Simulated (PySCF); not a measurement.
Molecule: silicon dioxide molecule, O₂Si, SMILES O=[Si]=O, singlet. Atoms near the plane z = 0.0 Å, at the PBE0/def2-SVP optimised geometry (x, y, z in Å): O1 (-1.5, 0.0, 0.0), Si2 (0.0, 0.0, 0.0), O3 (1.5, 0.0, 0.0).

Computed with PBE0/def2-TZVP (PySCF). Cells within 0.4 Å of a nucleus heavier than hydrogen are left out (blank, or x). The values are rescaled to run from 0 to 1.

```
|2222222233333333333333322222222|
|2222222233333333333333322222222|
|2222222233333333333333322222222|
|2222222233333333333333322222222|
|2222222233333444443333322222222|
|2222222223334444444333222222222|
|2222222223344555554433222222222|
|2222222222345566655432222222222|
|2211111122345778775432211111122|
|2111111112346999996432111111112|
|1111100011358999998531100011111|
|1111000013479999999743100001111|
|1110000269999999999999620000111|
|1100001999999999999999991000011|
|110000499xx999xxx999xx994000011|
|11000059xxx999xxx999xxx95000011|
|110000499xx999xxx999xx994000011|
|1100001999999999999999991000011|
|1110000269999999999999620000111|
|1111000013479999999743100001111|
|1111100011358999998531100011111|
|2111111112346999996432111111112|
|2211111122345778775432211111122|
|2222222222345566655432222222222|
|2222222223344555554433222222222|
|2222222223334444444333222222222|
|2222222233333444443333322222222|
|2222222233333333333333322222222|
|2222222233333333333333322222222|
|2222222233333333333333322222222|
|2222222233333333333333322222222|
```
Scale: ten equal steps from 0.000 (start of '0') to 1.00 (end of '9'), in the order '0123456789'; x runs from -4.00 to 4.00, y from -4.00 (bottom) to 4.00 (top).

Task: Which quantity is mapped?
(A) Laplacian of the electron density
(B) an orbital amplitude
(C) deformation density (molecule minus spherical neutral atoms)
(D) electrostatic potential

Result: D, electrostatic potential. In full: electrostatic potential (hartree/e), clipped to [-0.08, 0.12].
